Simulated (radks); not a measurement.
Problem. The mean radii <r> (bohr) of the occupied orbitals of an atom or ion are listed with their occupations. All-electron calculation, scalar-relativistic Kohn-Sham, BLYP, spin-unpolarised, spherical densities, finite nucleus; Fermi nuclear charge, rms radius of each element as measured or else 0.836 A^(1/3) + 0.57 fm. Program: a radial shooting solver on a logarithmic mesh with Libxc functionals.

orbital  occ.      <r>
1s          2  0.05846
2s          2   0.2670
2p          6   0.2355
3s          2   0.7964
3p          6   0.8320
3d          4   0.9378
4s          1    2.186

Name the element and its charge.

Solution. Z = 26, iron, charge +3: Fe3+ in [Ar] 3d4 4s1. The 1s radius gives Z: for a bare nucleus <r> = (2 gamma + 1)/(2Z) with gamma = sqrt(1 - (Z/c)^2), 0.05699 bohr for Z = 26, and screening makes it slightly larger (0.05846 here). The occupations add up to 23, and the charge is Z minus that.
